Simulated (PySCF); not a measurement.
revPBE single point of singlet Hg2H2 at its PBE0 minimum.

An equivalent PySCF input for this run (the driver started from the density of an earlier step):

```python
from pyscf import gto, scf, dft
mol = gto.M(atom='''
Hg     1.753756     0.000000     0.000000
Hg    -1.736260     0.000000     0.000000
H     -1.753092     1.649264    -0.000000
H     -1.753092    -1.649264     0.000000''',
    basis={'Hg': 'def2-TZVP', 'H': 'def2-TZVP'},
    ecp={'Hg': 'def2-TZVP'},
    charge=0, spin=0)
mf = dft.RKS(mol, xc='PBE_R,PBE')
mf.grids.atom_grid = (75, 302)
aux = {'Hg': 'def2-universal-JKFIT', 'H': 'def2-universal-JKFIT'}
mf = mf.density_fit(auxbasis=aux)
mf.conv_tol = 1e-08
mf.diis_space = 10
mf.max_cycle = 60
mf.verbose = 4
mf.kernel()
```

Excerpt of the output:

```
init E= -308.346787599246
  HOMO = -0.246751970839279  LUMO = -0.0630744672078575  gap/eV = 4.99812
cycle= 1 E= -308.349248097857  delta_E= -0.00246  |g|= 0.0287  |ddm|= 0.26
  HOMO = -0.250670585804649  LUMO = -0.065353231479312  gap/eV = 5.04274
cycle= 2 E= -308.349080485208  delta_E= 0.000168  |g|= 0.044  |ddm|= 0.0817
  HOMO = -0.248514763235177  LUMO = -0.0639954527634264  gap/eV = 5.02103
cycle= 3 E= -308.349405301067  delta_E= -0.000325  |g|= 0.00275  |ddm|= 0.0431
  HOMO = -0.248322883352182  LUMO = -0.0639378688365247  gap/eV = 5.01737
cycle= 4 E= -308.349406263013  delta_E= -9.62e-07  |g|= 0.00135  |ddm|= 0.00371
  HOMO = -0.248282552005033  LUMO = -0.0638799860932518  gap/eV = 5.01785
cycle= 5 E= -308.349406606482  delta_E= -3.43e-07  |g|= 0.000184  |ddm|= 0.00142
  HOMO = -0.248288166262712  LUMO = -0.0638845588115811  gap/eV = 5.01788
cycle= 6 E= -308.349406612021  delta_E= -5.54e-09  |g|= 6.54e-05  |ddm|= 0.000201
  HOMO = -0.248288953046226  LUMO = -0.0638891019833013  gap/eV = 5.01778
Extra cycle  E= -308.349406611074  delta_E= 9.46e-10  |g|= 0.000101  |ddm|= 0.000166
converged SCF energy = -308.349406611074
```

Spin–orbit coupling, left out here, can matter for elements this heavy.

This run, together with those of the ionised and electron-attached species (not shown), took 44 s on 2 threads of a shared INTEL XEON PLATINUM 8581C @ 2.10GHz (Emerald Rapids) host, with 98 basis functions; the process peaked at 1.2 GiB. Launch command: `OMP_NUM_THREADS=2 python axn.py task.json out`.
